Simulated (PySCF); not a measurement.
Ionising ZrH

PBE0; Zr def2-TZVPPD with ECP28, H def2-TZVPPD; scalar-relativistic core potentials (PySCF 2.14). Neutral (UKS): quartet (σ ↑, π ↑, δ ↑), Re = 1.858 Å, ωe = 1596 cm⁻¹, HOMO -4.40 eV, LUMO -1.73 eV.

ZrH⁺ (UKS): triplet (σ ↑, δ ↑), Re = 1.801 Å, ωe = 1768 cm⁻¹. The energies at the minima are -47.48648 hartree for ZrH and -47.24497 for ZrH⁺.

**Question.** Work out the adiabatic ionisation energy, without and with harmonic zero-point energies (1 hartree = 27.2114 eV, 1 eV = 8065.5 cm⁻¹), and the change of the bond length.

**Answer.** At PBE0: 0.24151 hartree = 6.572 eV between the minima; the zero-point term (1768.0 − 1596.0)/2 cm⁻¹ = +0.011 eV makes it 6.582 eV. Re changes by -5.7 pm against the neutral. The electron leaves a π orbital, which is non-bonding in a hydride.

De is left out where the level can put another filling of the metal’s s and d shells below the measured ground configuration, by anything from nothing to about 1 eV. These are scalar-relativistic numbers at best; spin–orbit coupling would shift them, the dissociation energy most. With d or f electrons several states lie close, and the lowest PBE0 determinant need not be the measured ground state.
